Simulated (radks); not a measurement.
All-electron atom: the rhenium ion Re2+ in [Kr] 4d10 4f14 5s1 5p6 5d5 6p1 (not the ground configuration).

All-electron calculation, scalar-relativistic Kohn-Sham, r2SCAN, spin-polarised, spherical densities, finite nucleus; open shells are filled with parallel spins first (spin-orbit coupling, left out, can overturn this in heavy ions); meta-GGA in the generalised Kohn-Sham scheme; Fermi nuclear charge, rms radius 5.3698 fm. Program: a radial shooting solver on a logarithmic mesh with Libxc functionals.

Energy parts (hartree):
part                       energy
total                 -16687.2038
kinetic                18434.3890
electron-nucleus      -41237.6765
Hartree                 6446.3771
exchange-correlation    -330.2934

Orbitals (lengths in bohr, moments of r in powers of bohr; r(max) is where P^2 peaks):
orbital,occ.,eigenvalue (hartree),r(max),<1/r>,<r^2>,<r>
1s up,1,-2637.030,0.01124,88.72,0.0004481,0.01804
1s down,1,-2637.024,0.01124,88.72,0.0004481,0.01804
2s up,1,-458.9691,0.06450,20.78,0.006875,0.07620
2s down,1,-458.9485,0.06450,20.78,0.006875,0.07620
2p up,3,-400.5940,0.05303,18.75,0.005709,0.06835
2p down,3,-400.5766,0.05303,18.75,0.005709,0.06835
3s up,1,-107.3440,0.1818,7.707,0.04448,0.1972
3s down,1,-107.3393,0.1818,7.707,0.04448,0.1972
3p up,3,-90.05098,0.1802,7.094,0.04534,0.1977
3p down,3,-90.04443,0.1802,7.094,0.04534,0.1977
3d up,5,-70.40549,0.1470,6.689,0.03766,0.1793
3d down,5,-70.39140,0.1470,6.688,0.03766,0.1793
4s up,1,-23.36473,0.4126,3.270,0.2190,0.4406
4s down,1,-23.34064,0.4128,3.268,0.2191,0.4407
4p up,3,-17.66698,0.4329,2.971,0.2494,0.4683
4p down,3,-17.64435,0.4331,2.970,0.2491,0.4682
4d up,5,-10.48044,0.4433,2.646,0.2896,0.5001
4d down,5,-10.45217,0.4435,2.648,0.2883,0.4992
5s up,1,-4.15860,0.9382,1.293,1.200,1.034
5s down,0,-3.96325,0.9327,1.307,1.181,1.026
5p up,3,-2.71524,1.056,1.102,1.602,1.191
4f up,7,-2.51741,0.4181,2.163,0.4174,0.5798
5p down,3,-2.50164,1.049,1.113,1.577,1.182
4f down,7,-2.47034,0.4177,2.181,0.4036,0.5720
5d up,5,-1.04182,1.352,0.7847,3.141,1.646
5d down,0,-0.81612,1.335,0.7832,3.235,1.662
6p up,1,-0.57910,2.838,0.3991,11.25,3.169

The highest occupied level is 6p up at -15.758 eV. The configuration is held as typed, so some empty levels lie below it. The spin density at the nucleus is 960.0 e/bohr^3 (1s 4.4, 2s -1.8, 3s 3.1, 4s 8.2, 5s 946.1). Summed over all electrons, <r^2> = 49.05 bohr^2, which gives a Langevin (diamagnetic) susceptibility term of -38.8 x 10^-6 cm^3/mol.
